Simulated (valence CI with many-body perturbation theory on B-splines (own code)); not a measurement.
Results of a calculation; reference values are marked as such.
**Sm LVII: what each term of the Hamiltonian does**

Level of theory: configuration interaction combined with many-body perturbation theory (CI+MBPT): four valence electrons over a frozen Dirac-Fock core [He], a basis of 11 s, 11 p, 9 d, 7 f, 5 g, 2 h, 1 i functions for each j, with the one-electron correlation potential Σ1, the two-electron term Σ2, the three-electron term Σ3, Breit, model QED; selected CI, second order for the rest (own B-spline code, finite nucleus).

No measured spectrum was set against this ion. As an estimate, large intervals hold to a few tenths of a per cent, small ones and those within an open d or f shell to about a per cent. Among the levels kept, up to 250 cm⁻¹ of a level comes from second order outside the variational space, and about a tenth of that is noise between levels of different J, which matters for small intervals.

Each rung adds one term. CI alone is the Dirac-Coulomb CI over the frozen core; QED comes last and gives the full result, which names the levels. Energies are above (2s^2 2p1/2^2) J=0 on the same rung, in eV.

Levels are named by their leading jj configuration (3d3/2^4 stands for four electrons in 3d with j = 3/2), which in mixed levels can hold well under half, so a name can repeat and another be missing. Letters in brackets count levels of one name in rising energy.

```tsv
Level	CI alone	+ Σ1	+ Σ2	+ Σ3	+ Breit	Full
(2s^2 2p1/2 2p3/2) J=1	634.6	634.7	634.7	634.7	624.3	625.4
(2s^2 2p1/2 2p3/2) J=2	656.5	656.6	656.6	656.6	641.5	642.6
(2s 2p1/2^2 2p3/2) J=2	866.7	866.5	866.3	866.3	862.6	853.9
(2s 2p1/2^2 2p3/2) J=1	936.2	936.0	935.7	935.5	933.6	924.9
(2s^2 2p3/2^2) J=2	1304.6	1304.8	1304.8	1304.8	1282.1	1284.1
(2s^2 2p3/2^2) J=0	1348.5	1348.7	1348.8	1348.7	1331.2	1333.1
(2s 2p1/2 2p3/2^2) J=2 [a]	1477.7	1477.7	1477.5	1477.5	1465.0	1457.4
(2s 2p1/2 2p3/2^2) J=3	1524.5	1524.5	1524.3	1524.3	1504.6	1497.0
(2s 2p1/2 2p3/2^2) J=0	1560.0	1560.0	1559.9	1559.8	1550.9	1543.3
(2s 2p1/2 2p3/2^2) J=1 [a]	1581.5	1581.4	1581.0	1580.9	1569.0	1561.4
(2s 2p1/2 2p3/2^2) J=2 [b]	1596.2	1596.2	1595.8	1595.7	1579.2	1571.5
(2s 2p1/2 2p3/2^2) J=1 [b]	1594.3	1594.3	1594.0	1593.9	1582.5	1574.9
(2p1/2^2 2p3/2^2) J=2	1837.6	1837.4	1836.7	1836.5	1831.8	1814.6
(2p1/2^2 2p3/2^2) J=0	1884.6	1884.4	1883.8	1883.6	1884.1	1866.9
(2s 2p3/2^3) J=2	2196.1	2196.2	2196.0	2195.9	2173.2	2166.6
(2s 2p3/2^3) J=1	2263.3	2263.4	2263.1	2262.9	2241.5	2234.9
(2p1/2 2p3/2^3) J=1	2480.7	2480.5	2480.0	2479.8	2467.9	2451.6
(2p1/2 2p3/2^3) J=2	2502.8	2502.7	2502.1	2502.0	2485.5	2469.2
(2p3/2^4) J=0	3169.5	3169.5	3169.0	3168.8	3148.2	3132.9
(2s^2 2p1/2 3s) J=0	6916.4	6916.8	6916.8	6916.7	6898.6	6901.5
(2s^2 2p1/2 3s) J=1	6920.3	6920.7	6920.7	6920.6	6901.7	6904.6
(2s^2 2p1/2 3p1/2) J=1	6985.8	6986.2	6986.1	6986.0	6969.8	6969.9
(2s^2 2p1/2 3p1/2) J=0	7020.8	7021.2	7021.1	7021.0	7006.2	7006.3
(2s 2p1/2^2 3s) J=1	7120.3	7120.5	7120.3	7120.2	7111.3	7104.9
(2s 2p1/2^2 3s) J=0	7152.4	7152.5	7152.4	7152.3	7144.8	7137.9
(2s^2 2p1/2 3p3/2) J=2	7192.3	7192.7	7192.7	7192.5	7173.1	7173.5
(2s^2 2p1/2 3p3/2) J=1	7194.4	7194.7	7194.6	7194.5	7176.9	7176.8
(2s 2p1/2^2 3p1/2) J=1	7197.4	7197.4	7197.3	7197.1	7191.0	7181.5
(2s 2p1/2^2 3p1/2) J=0	7196.8	7196.8	7196.7	7196.6	7192.2	7182.5
(2s^2 2p1/2 3d3/2) J=2	7246.5	7246.9	7246.9	7246.8	7227.0	7227.1
(2s^2 2p1/2 3d3/2) J=1	7270.8	7271.2	7271.2	7271.1	7251.2	7251.0
```

(1) How does the ionisation energy move along the ladder, and which term matters most?

## Answers

(1) CI alone 12286, + Σ1 12287, + Σ2 12287, + Σ3 12287, + Breit 12265, + QED 12265 eV. The largest step is Breit, -21 eV. NIST lists 12264 ± 5 eV (theoretical).
